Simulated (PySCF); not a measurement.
Telling isomers of C$_{5}$H$_{8}$NPSi apart by NMR

PySCF calculation with NMR shieldings at PBE0/pcSseg-1/GIAO and geometry: GFN2-xTB; fast rotation and ring inversion assumed for equivalent nuclei, a single conformation, isolated molecule, non-relativistic.

Chemical shifts δ = σref − σ; 1H, 13C vs TMS, all at this level. Splittings of carbon signals by F and P are missing where no couplings were computed. Where no couplings were computed, multiplicities follow the n + 1 count of equivalent neighbours, and m marks all less simple cases (inequivalent or close neighbours, rings, F or P nearby). Shifts are as computed. Against solution values, carbons near 30 ppm lie about +3 ppm off and those near 130 ppm about +5 ppm. Of 1211 compounds with measured shifts, 218 miss one by over three times the rms of a fit or turn the order of signals round; such compounds aren't used in these exercises.

(1) Tabulate the signals of `Cc1cncpc1[SiH3]`, `C=Cn1cpc([SiH3])c1`, `Cc1ncc([SiH3])cp1`, `[SiH3]Pc1ccccn1` and their relative energies.

(2) What is the quickest way to tell C=Cn1cpc([SiH3])c1 from Cc1ncc([SiH3])cp1?

(3) What is the quickest way to tell Cc1cncpc1[SiH3] from Cc1ncc([SiH3])cp1?

(4) What is the quickest way to tell Cc1ncc([SiH3])cp1 from [SiH3]Pc1ccccn1?

Results:

(1) 
| SMILES | carbon types | δC | δH | E rel. (kcal/mol) |
| --- | --- | --- | --- | --- |
| Cc1cncpc1[SiH3] | 2×C 2×CH 1×CH3 | 188.9, 181.9, 151.4, 143.5, 24.5 | 10.58 (m, 1H), 9.00 (m, 1H), 4.72 (m, 3H), 2.61 (s, 3H) | 9.3 |
| C=Cn1cpc([SiH3])c1 | 1×C 3×CH 1×CH2 | 156.5, 142.5, 137.1, 135.2, 103.3 | 8.89 (m, 1H), 7.36 (m, 1H), 7.01 (m, 1H), 5.49 (m, 1H), 5.04 (m, 1H), 4.63 (m, 3H) | 14.5 |
| Cc1ncc([SiH3])cp1 | 2×C 2×CH 1×CH3 | 205.8, 185.2, 156.3, 127.7, 33.9 | 9.86 (m, 1H), 9.22 (m, 1H), 4.53 (s, 3H), 3.10 (m, 3H) | 7.9 |
| [SiH3]Pc1ccccn1 | 1×C 4×CH | 170.9, 154.4, 140.8, 133.1, 125.4 | 8.69 (m, 1H), 7.76 (m, 1H), 7.76 (m, 1H), 7.20 (m, 1H), 4.30 (m, 3H), 3.94 (m, 1H) | 0.0 |

Energies are electronic energies at PBE0/pcSseg-1 on these geometries, without zero-point or thermal terms, each for the one conformer computed, which needn't be the lowest.

(2) Both give the same number of carbon signals, but DEPT or the intensities differ. The first has a terminal =CH2 carbon at 103.3 ppm, the second a substituted aromatic carbon next to a ring nitrogen (C) at 205.8 ppm. Their most deshielded carbons lie at 156.5 and 205.8 ppm. In the proton spectra the most deshielded non-exchanging signals are 8.89 (m, 1H) and 9.86 (m, 1H).

(3) Both give the same number of carbon signals, with the same numbers of each carbon type, so the positions decide. The first has a substituted aromatic carbon (C) at 181.9 ppm, the second a substituted aromatic carbon next to a ring nitrogen (C) at 205.8 ppm. Their most deshielded carbons lie at 188.9 and 205.8 ppm. In the proton spectra the most deshielded non-exchanging signals are 10.58 (m, 1H) and 9.86 (m, 1H).

(4) Both give the same number of carbon signals, but DEPT or the intensities differ. The first has a methyl carbon on an aromatic ring (CH3) at 33.9 ppm, the second a substituted aromatic carbon next to a ring nitrogen (C) at 170.9 ppm. Their most deshielded carbons lie at 205.8 and 170.9 ppm. In the proton spectra the most deshielded non-exchanging signals are 9.86 (m, 1H) and 8.69 (m, 1H).
